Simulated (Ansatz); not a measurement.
Breaking a bond: Al₂, triplet.

- UKS-PBE = Ansatz (a first-principles code) with unrestricted PBE/cc-pVTZ
- UKS-CAM-B3LYP = unrestricted CAM-B3LYP/cc-pVTZ run with Ansatz
- FCI = full CI/cc-pVTZ, frozen core in Ansatz

Energies relative to the lowest point of each curve between 2.64 and 3.26 Å, where full CI is lowest, in kcal/mol; the last columns give the error against full CI:

| R / Å | UKS-PBE | UKS-CAM-B3LYP | FCI | UKS-PBE − FCI | UKS-CAM-B3LYP − FCI |
|---|---|---|---|---|---|
| 2.64 | 0.2 | 0.3 | 0.4 | -0.2 | -0.1 |
| 2.74 | 0.0 | 0.0 | 0.0 | 0.0 | 0.0 |
| 2.88 | 0.5 | 0.9 | 0.9 | -0.4 | 0.0 |
| 3.07 | 2.7 | 3.7 | 3.7 | -1.0 | 0.0 |
| 3.26 | 5.7 | 7.4 | 7.3 | -1.6 | 0.1 |
| 3.51 | 10.2 | 12.8 | 12.4 | -2.2 | 0.4 |
| 3.87 | 16.5 | 19.9 | 18.8 | -2.4 | 1.1 |
| 4.26 | 22.3 | 23.9 | 24.0 | -1.7 | -0.1 |
| 4.77 | 28.3 | 26.4 | 28.1 | 0.3 | -1.7 |
| 5.33 | 33.0 | 27.6 | 30.3 | 2.7 | -2.6 |
| 6.00 | 36.1 | 28.3 | 31.4 | 4.7 | -3.1 |
| 7.06 | 37.3 | 28.6 | 32.0 | 5.3 | -3.4 |
| 8.29 | 37.6 | 28.7 | 32.2 | 5.4 | -3.5 |

UKS-PBE is furthest from FCI at 8.29 (5.4 kcal/mol, above); its mean absolute error over the points is 2.1 kcal/mol.

UKS-CAM-B3LYP is furthest from FCI at 8.29 (-3.5 kcal/mol, below); its mean absolute error over the points is 1.3 kcal/mol.

The scan ran from 1.75 to 8.29 Å; beyond the distances shown full CI changes its symmetry label.
